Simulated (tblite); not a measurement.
Species: C₄H₈F₂O₂.
Atom-mapped SMILES: `[CH3:1][O:2][C@@H:3]([F:4])[C@@H:5]([F:6])[O:7][CH3:8]` (hydrogens: H9, H10, H11 on C1; H12 on C3; H13 on C5; H14, H15, H16 on C8)

Computed with GFN2-xTB (tblite), gas phase: L-BFGS steps from a force-field or distance-geometry start until the largest atomic force falls under 0.01 eV/Å.

The end geometry, which sets the zero of energy:
```
atom  x, y, z in Å
C1      2.9329   -0.5310   -0.0293
O2      1.6446   -0.2926   -0.5779
C3      0.6849   -0.0067    0.3445
F4      0.8939    1.2538    0.8778
C5     -0.6875    0.0015   -0.3406
F6     -0.8971   -1.2616   -0.8682
O7     -1.6488    0.2927    0.5783
C8     -2.9335    0.5379    0.0241
H9      2.9055   -1.3718    0.6710
H10     3.3092    0.3584    0.4826
H11     3.5735   -0.7713   -0.8737
H12     0.6765   -0.6948    1.2070
H13    -0.6759    0.6852   -1.2065
H14    -3.5816    0.7644    0.8667
H15    -3.3032   -0.3444   -0.5043
H16    -2.9010    1.3892   -0.6630
```

Task: These geometries come from the run, each turned onto the end geometry. Order them by energy, lowest first.
A.
```
atom  x, y, z in Å
C1      2.7596   -0.5687   -0.1100
O2      1.6377    0.1792   -0.5445
C3      0.6266    0.2849    0.3778
F4      0.3338    1.6173    0.5954
C5     -0.6374   -0.3496   -0.2380
F6     -0.3872   -1.6940   -0.4361
O7     -1.7262   -0.1903    0.5785
C8     -2.7629    0.6105    0.0248
H9      2.4580   -1.5968    0.1110
H10     3.2000   -0.0852    0.7666
H11     3.4632   -0.5719   -0.9391
H12     0.8820   -0.1310    1.3654
H13    -0.7649    0.0851   -1.2400
H14    -3.5879    0.6178    0.7379
H15    -3.1059    0.1740   -0.9160
H16    -2.3960    1.6272   -0.1451
```
B.
```
atom  x, y, z in Å
C1      2.9275   -0.5383   -0.0364
O2      1.6329   -0.2978   -0.5743
C3      0.6861    0.0097    0.3548
F4      0.8934    1.2898    0.8494
C5     -0.6917   -0.0145   -0.3183
F6     -0.8752   -1.2796   -0.8492
O7     -1.6644    0.2515    0.5946
C8     -2.9295    0.5369    0.0145
H9      2.9100   -1.4014    0.6376
H10     3.3017    0.3418    0.4960
H11     3.5669   -0.7471   -0.8893
H12     0.6890   -0.6521    1.2372
H13    -0.6942    0.6700   -1.1824
H14    -3.5898    0.7532    0.8488
H15    -3.3108   -0.3206   -0.5477
H16    -2.8595    1.4075   -0.6469
```
C.
```
atom  x, y, z in Å
C1      2.9106   -0.5591   -0.0196
O2      1.6918   -0.1468   -0.6288
C3      0.6890    0.1178    0.2568
F4      0.6442    1.4760    0.5297
C5     -0.7004   -0.2059   -0.3042
F6     -0.7927   -1.5768   -0.4708
O7     -1.6389    0.2057    0.5978
C8     -2.8725    0.6380    0.0363
H9      2.8257   -1.6085    0.2832
H10     3.1673    0.0626    0.8440
H11     3.6862   -0.4656   -0.7752
H12     0.8279   -0.4014    1.2174
H13    -0.8365    0.2277   -1.3064
H14    -3.6126    0.5323    0.8283
H15    -3.1785    0.0268   -0.8181
H16    -2.8182    1.6862   -0.2818
```
D.
```
atom  x, y, z in Å
C1      2.7167   -0.5562   -0.1231
O2      1.6066    0.1862   -0.6069
C3      0.6151    0.3139    0.3353
F4      0.3437    1.6630    0.5272
C5     -0.6770   -0.3440   -0.1676
F6     -0.4963   -1.6698   -0.4849
O7     -1.7156   -0.2301    0.7305
C8     -2.6692    0.5616    0.0323
H9      2.3404   -1.5464    0.1555
H10     3.1424   -0.0996    0.7807
H11     3.4573   -0.6037   -0.9291
H12     0.8984   -0.1743    1.2755
H13    -0.9894    0.2021   -1.0672
H14    -3.5774    0.7273    0.6037
H15    -2.8468    0.0610   -0.9368
H16    -2.1564    1.5178   -0.1364
```
E.
```
atom  x, y, z in Å
C1      2.9310   -0.5522   -0.0415
O2      1.6180   -0.3688   -0.5525
C3      0.6864   -0.0019    0.3712
F4      0.9177    1.3042    0.7750
C5     -0.6951   -0.0253   -0.3002
F6     -0.8769   -1.2829   -0.8480
O7     -1.6813    0.2445    0.6015
C8     -2.9382    0.5447    0.0068
H9      2.9867   -1.4337    0.6044
H10     3.2566    0.3262    0.5212
H11     3.5725   -0.6864   -0.9102
H12     0.6992   -0.6070    1.2935
H13    -0.6904    0.6762   -1.1520
H14    -3.6265    0.7364    0.8265
H15    -3.3028   -0.3019   -0.5806
H16    -2.8644    1.4368   -0.6266
```

Result: B (0.004 eV), E (0.016 eV), C (0.138 eV), A (0.247 eV), D (0.727 eV).

In the order of the answer:

```json
{"step": "75", "E above end (eV)": "0.004", "largest force (eV/Å)": "0.12", "rms force component (eV/Å)": "0.033", "rms distance from end (Å)": "0.035", "rms bond change (Å)": "0.001", "bond most changed (Å)": "C3–F4 +0.003"}
{"step": "67", "E above end (eV)": "0.016", "largest force (eV/Å)": "0.09", "rms force component (eV/Å)": "0.033", "rms distance from end (Å)": "0.077", "rms bond change (Å)": "0.001", "bond most changed (Å)": "C8–H16 +0.002"}
{"step": "34", "E above end (eV)": "0.138", "largest force (eV/Å)": "0.27", "rms force component (eV/Å)": "0.081", "rms distance from end (Å)": "0.361", "rms bond change (Å)": "0.002", "bond most changed (Å)": "C5–O7 +0.004"}
{"step": "9", "E above end (eV)": "0.247", "largest force (eV/Å)": "0.27", "rms force component (eV/Å)": "0.099", "rms distance from end (Å)": "0.541", "rms bond change (Å)": "0.005", "bond most changed (Å)": "O2–C3 +0.011"}
{"step": "1", "E above end (eV)": "0.727", "largest force (eV/Å)": "1.07", "rms force component (eV/Å)": "0.307", "rms distance from end (Å)": "0.566", "rms bond change (Å)": "0.008", "bond most changed (Å)": "C5–O7 +0.016"}
```

What follows is the cost of the whole relaxation. Time: 0.37 s of wall time. Hardware: one thread, Arm Neoverse V2 (aarch64) (shared host).
